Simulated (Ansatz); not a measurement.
Reaction (isomerisation): `C[SiH2]C(=N)O` → `C=N[SiH](C)O`

Calculated with Ansatz (gas phase, PBE0-D4/def2-TZVP geometries, no zero-point term in ΔE). CBS: MP2 limit from def2 TZ/QZ plus the TZ coupled-cluster correction, frozen cores. DFT in def2-TZVPP. B3LYP here is the variant with VWN-RPA as its local correlation; programs differ in this. HSE06 is defined as in plane-wave codes. One conformer a species, not always the lowest.

`C[SiH2]C(=N)O`:

Z-matrix (Å, degrees):
```
C
Si 1 1.864
H 1 1.092 2 110.0
H 1 1.092 2 110.9 3 -119.9
H 1 1.092 2 110.9 3 119.7
C 2 1.903 1 110.8 3 -59.3
H 2 1.487 1 112.1 3 -176.8
H 2 1.487 1 111.1 3 61.0
O 6 1.349 2 112.8 1 52.9
N 6 1.266 2 128.1 1 -127.0
H 9 0.970 6 106.5 2 179.7
H 10 1.015 6 111.5 2 0.1
```

`C=N[SiH](C)O`:

Cartesian coordinates in Å:
```
C -1.970 0.631 -0.774
N -1.321 0.304 0.251
Si 0.176 -0.580 0.271
C 1.477 0.512 1.006
O 0.709 -1.037 -1.226
H -1.664 0.382 -1.802
H -2.902 1.203 -0.684
H -0.096 -1.792 1.091
H 1.669 1.365 0.350
H 2.413 -0.036 1.135
H 1.157 0.892 1.978
H 0.352 -1.844 -1.597
```

| level | ΔE (kJ/mol) | difference from CCSD(T)/CBS |
| --- | --- | --- |
| BLYP-D4 | -143.0 | 14.8 |
| r2SCAN0-D4 | -150.1 | 7.7 |
| ωB97M-V | -151.0 | 6.8 |
| PBE | -127.1 | 30.7 |
| r2SCAN | -143.8 | 14.0 |
| B3LYP | -149.3 | 8.5 |
| HSE06 | -137.3 | 20.5 |
| BHLYP | -160.9 | -3.1 |
| MP2/def2-SVP | -130.9 | 26.9 |
| CCSD(T)/def2-SVP | -124.4 | 33.4 |
| CCSD(T)/CBS | -157.8 | 0 |

Largest T1 diagnostic among the species: 0.013.

From r2SCAN to r2SCAN0 (25 % exact exchange), in def2-TZVPP and without D4, ΔE moves by −6.1 kJ/mol. At CCSD(T), def2-SVP lies +33.4 kJ/mol from the extrapolated value and def2-TZVPP +3.2 kJ/mol. In def2-TZVPP, CCSD(T) changes the Hartree–Fock value by +16.1 kJ/mol (the triples alone add +4.3 kJ/mol) and MP2 by +9.8 kJ/mol.

CCSD(T)/CBS has its own doubt, a few kJ/mol and more with outer-core shells, so smaller differences from it don't rank the levels.
